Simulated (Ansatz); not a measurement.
`CCCCCCCCCl` + CH₃OH → `CCCCCCCCO` + `CCl`  (formal exchange of groups at a C–C bond)

Computed with Ansatz on PBE0-D4/def2-TZVP structures; ΔE is electronic, products minus reactants. CCSD(T)/CBS adds triple-zeta CCSD(T) − MP2 to the extrapolated MP2 energy (def2 sets, frozen cores). This one scheme is used for every species. DFT in def2-TZVPP. B3LYP here is the variant with VWN-RPA as its local correlation; programs differ in this. Each species was taken in one conformer, which may not be the lowest.

```
             level  ΔE (eV)
         revPBE-D4     0.00
            B97M-V    -0.01
          B3LYP-D4     0.00
      CAM-B3LYP-D4    -0.01
             BHLYP     0.01
         CAM-B3LYP     0.00
     CCSD/def2-SVP    -0.01
CCSD(T)/def2-TZVPP     0.00
```

**Question.** What does CCSD(T)/CBS give? (An estimate is asked.)

**Answer.** Ansatz gave: +0.01 eV. The listed levels differ from it by -0.01, -0.02, -0.01, -0.02, 0.00, -0.01, -0.02, -0.01 eV.

Largest T1 diagnostic among the species: 0.009.

Leaving LDA and LC-ωPBE aside and taking each functional with its dispersion term where it has one, the values, not all of them listed here, spread over 0.03 eV, from ωB97M-V to B2PLYP. LDA lies −0.03 eV from PBE without D4.
